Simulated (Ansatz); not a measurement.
The same atomization along the group C, Si, Ge, Sn.

Gas-phase electronic energies from Ansatz, PBE0-D4/def2-TZVP geometries. CBS: MP2 limit from def2 TZ/QZ plus the TZ coupled-cluster correction, frozen cores. Small cases extrapolate CCSD(T) itself. Functionals use def2-TZVPP. Open shells (•) are unrestricted, without spin–orbit coupling. Spin–orbit coupling would lower the free atoms: a little for C, Si; clearly for Ge; strongly for Sn. def2 core potentials past Kr. Bonds to Ge, Sn are less sure, by a few kJ/mol each and by 10 to 20 or more in all where they break to atoms, as the def2 sets lack core-valence functions. Scalar relativity is left out up to krypton.

| reaction | MP2/CBS(def2) (eV) | PBE-D4 (eV) |
| --- | --- | --- |
| `[CH3]`• → 3 H• + C• | 13.26 | 13.46 |
| `[SiH3]`• → 3 H• + Si• | 9.66 | 9.70 |
| `[GeH3]`• → 3 H• + Ge• | 8.69 | 8.77 |
| `[SnH3]`• → 3 H• + Sn• | 7.40 | 7.64 |

Q: Give the CCSD(T)/CBS values in the same order. (Estimate.)

A: The calculation gave: 13.32, 9.91, 9.00, 7.91 eV.

Largest T1 diagnostic: 0.015, for `[SnH3]`•.

Extrapolated directly: `[CH3]`• → 3 H• + C•; `[SiH3]`• → 3 H• + Si•.

For atomizations the MP2-based limit and the directly extrapolated one differ by several kJ/mol either way, and by 10 to 25 for some Ge, Se and Sn compounds, so smaller differences from it don't rank the levels.
